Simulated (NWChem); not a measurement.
System: InHBrF; SMILES [F][InH][Br]

The following NWChem deck was run.

```
start job
memory heap 200 mb stack 900 mb global 1100 mb
geometry units angstroms noautoz
  In    -0.268627    -0.849783     0.000000
  H     -1.748415    -1.688753     0.000000
  F      1.436891    -1.802814     0.000000
  Br     0.081843     1.593082     0.000000
end
basis spherical
  * library def2-svpd
end
ecp
  In library def2-ecp
end
dft
  xc pbe0
  iterations 150
end
tddft
  cis
  nroots 6
  notriplet
end
task tddft energy
```

All runs use the structure optimised with PBE0/def2-SVP. No frequency run checked for a minimum. def2 effective core potentials on In; no spin-orbit coupling.

Vertical excitations in the gas phase.

Predict the main results of this run. (PBE0/def2-SVPD with def2 effective core potentials on In, TDA.) Quantities: lowest excitation, singlet (eV); oscillator strength of that lowest state; lowest state with f > 0.02, singlet (eV); oscillator strength of that bright state; orbital gap (eV).


```json
{
 "lowest excitation, singlet (eV)": "5.22",
 "oscillator_strength_of_that_lowest_state": "0.024",
 "lowest state with f > 0.02, singlet (eV)": "5.22",
 "oscillator_strength_of_that_bright_state": "0.024",
 "orbital gap (eV)": "6.51"
}
```
